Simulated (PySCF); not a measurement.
Species: C8H11 (doublet state).
Geometry (GFN2-xTB, Å), atoms numbered from 1 in this order:
```
atom  x, y, z in Å
C1     1.3273    1.6831    0.3329
C2     0.9955    0.4142    0.1549
C3     1.9834   -0.7111    0.1501
C4    -0.4218    0.0049   -0.0538
C5    -0.9422   -0.8441   -1.2331
C6    -2.1071   -0.5106   -0.2931
C7    -1.2401   -0.8755    0.9174
C8    -1.6304    0.9443   -0.2053
H9     0.5944    2.4711    0.3289
H10    2.3508    1.9794    0.4899
H11    1.9673   -1.2211   -0.8127
H12    1.7283   -1.4395    0.9189
H13    2.9884   -0.3414    0.3351
H14   -0.6199   -1.8799   -1.2786
H15   -0.9385   -0.3711   -2.2103
H16   -1.5022   -0.4306    1.8723
H17   -0.9376   -1.9131    1.0187
H18   -1.9263    1.5106    0.6722
H19   -1.6791    1.5394   -1.1120
```

The hyperfine couplings belong to this conformer and change with its torsions.

The species is `C=C(C)C12C[C](C1)C2` [radical].

Computed, not measured: UKS B3LYP, pcH-1 on C H, non-relativistic, mean-field spin-orbit, GIAO in PySCF 2.14.0. The structure is a single GFN2-xTB conformer in the gas phase; no vibrational or solvent corrections. A GFN2-xTB geometry isn't a minimum of the functional, and hyperfine couplings can be far from their values at a DFT geometry. No stability test was run, so a lower SCF solution isn't excluded.

Where do the isotropic ENDOR lines of C6, C2, C4, C5/C7/C8, C1, C3, H10, H14 (×6), H9 and H11/H12/H13 fall at 1213.1 mT, to first order?

ν± = |νn ± a/2|, one line for each electron-spin manifold; νn = |g_N| × 7.62259 MHz/T × B.

```
     nuclei  isotope     g_N  νn (MHz)  a_iso (MHz)  lower line (MHz)  upper line (MHz)
         C6      13C  1.4048     12.99       334.66            154.34            180.32
         C2      13C  1.4048     12.99        89.43             31.72             57.70
         C4      13C  1.4048     12.99        76.19             25.10             51.08
   C5/C7/C8      13C  1.4048     12.99        10.05              7.96             18.02
         C1      13C  1.4048     12.99        -3.21             11.38             14.60
         C3      13C  1.4048     12.99        -2.26             11.86             14.12
        H10       1H  5.5857     51.65         5.99             48.66             54.65
   H14 (×6)       1H  5.5857     51.65        -2.55             50.38             52.92
         H9       1H  5.5857     51.65         2.13             50.59             52.71
H11/H12/H13       1H  5.5857     51.65         1.23             51.04             52.26
```

The rows for 13C, of low natural abundance, apply to labelled samples.

Which pairs are centred on the nuclear Larmor frequency, and which on half the coupling?

Centred on νn, since |a| < 2νn: C5/C7/C8, C1, C3, H10, H14 (×6), H9 and H11/H12/H13. Centred on |a|/2 and split by 2νn: C6, C2 and C4.

At what field would the lower line of C4 fall to zero frequency?

Where νn = |a|/2, that is B = 38.09 MHz/(1.4048 × 7.62259 MHz/T) = 3560 mT, as far as first order holds there.

Class means assume fast exchange of nuclei equivalent by connectivity; if that motion is slow, each nucleus keeps its own coupling.

Largest spin populations (Mulliken): C6 (+0.80) and C2 (+0.07). No atom but C6 exceeds +0.15. The angles at C6 add up to 270.7°, so it is pyramidal.
